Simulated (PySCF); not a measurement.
Molecule: `CC#C/C=N/[SiH2]C#N`, C5H6N2Si.

Bonds (- single, = double, # triple, : aromatic): C1-C2, C2#C3, C3-C4, C4=N5, N5-Si6, Si6-C7, C7#N8. C1 carries H9, H10, H11; C4 carries H12; Si6 carries H13, H14. Stereochemistry as in CC#C/C=N/[SiH2]C#N.

Frames of a GFN2-xTB Langevin trajectory at 200 K; GIAO PBE0/pcSseg-1 shieldings in PySCF 2.14.0 with density-fitted response routines, gas phase, non-relativistic; equivalent atoms averaged within each frame.

Chemical shifts δ = σref − σ; $^{13}$C (186.93 ppm) and $^{29}$Si (349.16 ppm) and $^{1}$H (31.72 ppm) against TMS; $^{15}$N (267.73 ppm) vs NH3, all at this level. The references are static minima.

Question: How do the shifts (ppm) fluctuate along the trajectory?

Answer: 
```
         time (fs)     C4     C7     C2    C3   C1     N5     N8    Si6   H12  H13/H14
optimised geometry  163.0  123.5  106.1  88.0  5.8  389.6  359.6  -69.3  8.34     5.32
               250  162.0  119.8  106.4  87.8  4.0  392.5  352.4  -63.9  8.10     5.54
               425  167.8  127.0  103.3  91.5  5.2  380.4  360.6  -73.4  8.86     5.61
               625  159.0  127.4  103.5  88.2  6.1  371.1  374.9  -75.1  8.84     5.27
               800  168.6  124.0  111.4  86.2  4.4  402.7  355.3  -73.8  8.91     4.98
              1000  162.9  119.0  103.4  88.4  2.3  390.7  354.9  -62.1  8.46     5.47
    mean of frames  164.1  123.5  105.6  88.4  4.4  387.5  359.6  -69.7  8.63     5.38
standard deviation    4.1    3.9    3.5   1.9  1.4   12.1    9.0    6.2  0.35     0.25
```

5 frames give an uncertainty of the mean of about the standard deviation over 2.2 at best, since frames this close in time may not be independent; classical motion lacks zero-point vibration, and the reference would need the same averaging.
